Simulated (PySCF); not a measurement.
# Radial density of In²⁺ (indium, charge +2)

M06-2X, [Kr] 4d10 5s1, 2S determinant. Computed with PySCF 2.14 in cc-pVTZ-PP with ECP28MDF (5s4p3d1f, 39 functions), with a scalar-relativistic core potential. This is the valence pseudo-density: the core potential removes the inner electrons and smooths the orbitals near the nucleus.

```json
{"r (bohr)": "0.00929", "4πr²ρ (e/bohr)": "1.218e-05", "4πr²(ρα − ρβ)": "0.0000"}
{"r (bohr)": "0.0156", "4πr²ρ (e/bohr)": "2.813e-05", "4πr²(ρα − ρβ)": "0.0000"}
{"r (bohr)": "0.0263", "4πr²ρ (e/bohr)": "5.472e-05", "4πr²(ρα − ρβ)": "0.0000"}
{"r (bohr)": "0.0442", "4πr²ρ (e/bohr)": "0.0001109", "4πr²(ρα − ρβ)": "0.0000"}
{"r (bohr)": "0.0743", "4πr²ρ (e/bohr)": "0.0004015", "4πr²(ρα − ρβ)": "0.0000"}
{"r (bohr)": "0.125", "4πr²ρ (e/bohr)": "0.003776", "4πr²(ρα − ρβ)": "0.0000"}
{"r (bohr)": "0.210", "4πr²ρ (e/bohr)": "0.05679", "4πr²(ρα − ρβ)": "0.0004"}
{"r (bohr)": "0.354", "4πr²ρ (e/bohr)": "1.188", "4πr²(ρα − ρβ)": "0.0125"}
{"r (bohr)": "0.595", "4πr²ρ (e/bohr)": "13.49", "4πr²(ρα − ρβ)": "0.1319"}
{"r (bohr)": "1.00", "4πr²ρ (e/bohr)": "18.94", "4πr²(ρα − ρβ)": "0.0142"}
{"r (bohr)": "1.68", "4πr²ρ (e/bohr)": "4.420", "4πr²(ρα − ρβ)": "0.4416"}
{"r (bohr)": "2.83", "4πr²ρ (e/bohr)": "0.5517", "4πr²(ρα − ρβ)": "0.3537"}
{"r (bohr)": "4.76", "4πr²ρ (e/bohr)": "0.01793", "4πr²(ρα − ρβ)": "0.0171"}
{"r (bohr)": "8.01", "4πr²ρ (e/bohr)": "6.530e-05", "4πr²(ρα − ρβ)": "0.0001"}
```

Energies and moments cover only the electrons outside the core potential.
